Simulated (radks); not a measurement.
Mn+, configuration [Ar] 3d6 (not the ground configuration). Method: Dirac Kohn-Sham, LDA (Slater exchange, Perdew-Wang correlation), spin-unpolarised, spherical densities, finite nucleus; open shells fill j = l - 1/2 first; Fermi nuclear charge, rms radius 3.7057 fm; computed with a radial shooting solver on a logarithmic mesh with Libxc functionals.

Normalised radial functions P(r) = r R(r) (large component), r in bohr:

```
   r/bohr * 3p3/2, o 3d3/2 (the largest magnitude, 1.11, reaches the edge; | marks zero, & curves that meet)
 0.005477                             &
 0.007019                             &
 0.008995                             &
  0.01153                             &
  0.01477                             o*
  0.01908                             o*
  0.02445                             o *
  0.03133                             o  *
  0.04015                             o   *
  0.05145                             o     *
  0.06593                             |o      *
  0.08517                             |o         *
   0.1091                             | o          *
   0.1399                             |  o          *
   0.1792                             |    o       *
   0.2297                             |      o  *
   0.2943                             | *       o
   0.3802                     *       |             o
   0.4872           *                 |                 o
   0.6243    *                        |                   o
      0.8  *                          |                    o
    1.025      *                      |                  o
    1.324             *               |                o
    1.697                    *        |             o
    2.175                         *   |         o
    2.787                            *|      o
    3.571                             *   o
    4.576                             * o
```

3p3/2: eigenvalue -57.377 eV, 1 radial node at r = 0.314 bohr, <r> = 0.918 bohr, 90 % of the charge inside 1.42 bohr. 3d3/2: eigenvalue -11.043 eV, 0 radial nodes, <r> = 1.30 bohr, 90 % of the charge inside 2.34 bohr.
